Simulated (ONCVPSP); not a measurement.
Ti (Z = 22), ONCV: configuration errors across variants

| Item | Value |
| --- | --- |
| Element | titanium |
| Generator | ONCVPSP 4.0.1 |
| Type | optimised norm-conserving Vanderbilt (ONCV) |
| Functional | PBE |
| Relativity | scalar-relativistic |
| Frozen core | [Ne] |
| Valence charge | 12 |
| Reference configuration | 3s2 3p6 3d2 4s1.5 (charge +0.5) |
| Partial waves | 3s+4s: rc 1.70 bohr, ncon 4, nbas 7, qcut 6.2 1/bohr, 2 projectors; 3p: rc 1.25 bohr, ncon 5, nbas 8, qcut 11 1/bohr, 1 projector; 3d: rc 2.05 bohr, ncon 4, nbas 9, qcut 6.5 1/bohr, 1 projector |
| Local potential | polynomial inside 1.00 bohr (lpopt 5, dvloc0 0 Ha) |
| Core correction | none |

All-electron excitation energies from the reference (eV): (1) 3s2 3p6 3d2 4s2 -2.937; (2) 3s2 3p6 3d2 4s1 4.410; (3) 3s2 3p6 3d2 4s0 17.982; (4) 3s2 3p6 3d3 4s1 -1.832.

Errors AE − PS in meV (a dash: test not solved or not reliable):

```tsv
change	(1)	(2)	(3)	(4)	bound ghosts	GHOST(+) flags above zero
base	+0.4	-0.2	-2.4	+25	none	none
d: rc 1.48	+0.3	-0.2	-1.2	+4.4	none	none
d: rc 1.68	+0.3	-0.2	-1.2	+9.4	none	none
d: rc 2.26	+0.4	-0.3	-5.3	+36	none	none
d: rc 2.58	+0.3	-0.7	-13	+60	none	none
d: rc 3	+0.2	-1.4	-29	+97	none	none
```

Problem. Give the same row for: d: rc 2.1.

Solution. +0.4, -0.2, -3.0, +27; bound ghosts: none; GHOST(+) flags above zero: none.
